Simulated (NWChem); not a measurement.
System: C3H6OS; SMILES CCSC=O

The following NWChem deck was run.

```
start job
memory heap 200 mb stack 900 mb global 1100 mb
geometry units angstroms
  C     -1.388665    -0.935419     1.320442
  C     -0.347278    -1.253404     0.266185
  S     -0.268953     0.049917    -1.013578
  C      0.882059     1.134012    -0.274954
  O      1.419887     0.947168     0.777313
  H     -1.425614    -1.740966     2.050719
  H     -1.133870    -0.012872     1.837109
  H     -2.372673    -0.826071     0.870080
  H     -0.575776    -2.176493    -0.263601
  H      0.651863    -1.304239     0.699307
  H      1.048667     2.007131    -0.917851
end
basis spherical
  * library 6-31g*
end
dft
  xc b3lyp
  iterations 150
end
driver
  maxiter 120
end
task dft optimize
task dft freq
```

The level has its own optimisation; frequencies are unscaled. Brackets give each atom's bonded neighbours.

Task: Predict the main results of this run. (B3LYP/6-31G* (spherical d).) Quantities: r C–C (Å); r C–S [C(CHHS)–S(CC)] (Å); r C–H [C(CHHS)–H(C)] (Å); r C–S [C(HOS)–S(CC)] (Å); highest harmonic frequency (cm⁻¹); lowest (cm⁻¹); zero-point energy (kcal/mol); dipole (D).

Result: 
| Property | Value |
|---|---|
| r C–C (Å) | 1.527 |
| r C–S [C(CHHS)–S(CC)] (Å) | 1.842 |
| r C–H [C(CHHS)–H(C)] (Å) | 1.093 |
| r C–S [C(HOS)–S(CC)] (Å) | 1.782 |
| highest harmonic frequency (cm⁻¹) | 3156 |
| lowest (cm⁻¹) | 69 |
| zero-point energy (kcal/mol) | 54.6 |
| dipole (D) | 1.34 |
